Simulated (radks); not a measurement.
Task: The table gives one normalised radial function P(r) = r R(r) of C2+ in [He] 2s2 (r in bohr). All-electron calculation, scalar-relativistic Kohn-Sham, revPBE, spin-polarised, spherical densities, point nucleus. Program: a radial shooting solver on a logarithmic mesh with Libxc functionals.

r	P
0.01525	0.1006
0.02067	0.1318
0.02779	0.1695
0.03766	0.2160
0.05104	0.2689
0.06862	0.3229
0.093	0.3723
0.126	0.4014
0.1695	0.3897
0.2297	0.3115
0.3088	0.1499
0.4185	-0.1077
0.5672	-0.4249
0.7625	-0.7177
1.033	-0.8915
1.401	-0.8385
1.883	-0.5913
2.552	-0.2939
3.431	-0.0983
4.65	-0.0178

Which n and l does it have? It may be an empty orbital.

Result: n = 2, l = 0: the number of nodes gives n - l - 1 = 1, the rise at small r (about r^(l+1)) gives l, and the extent must fit the shell. The curve is that of 2s. 2s: eigenvalue -40.405 eV, 1 radial node at r = 0.373 bohr, <r> = 1.36 bohr, 90 % of the charge inside 2.11 bohr.
